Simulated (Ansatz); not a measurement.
Harmonic frequencies (cm⁻¹) at PBE0-D4/def2-TZVP from Ansatz: 73, 84, 86, 92, 97, 125, 142, 310, 380, 410, 411, 488, 501, 523, 531, 838, 868, 927, 931, 931, 933, 2228, 2231, 2245, 2247, 2257, 2257.

Problem. Which molecule is it?
A. `[CH3][Ge]([OH])([OH])[OH]`
B. `[CH3][Ge]([CH3])([Cl])[Cl]`
C. `[SiH3][Ge]([SiH3])([Cl])[Cl]`
D. `F[C](F)(F)[Ge]([F])([F])[C](F)(F)F`

Solution. C.
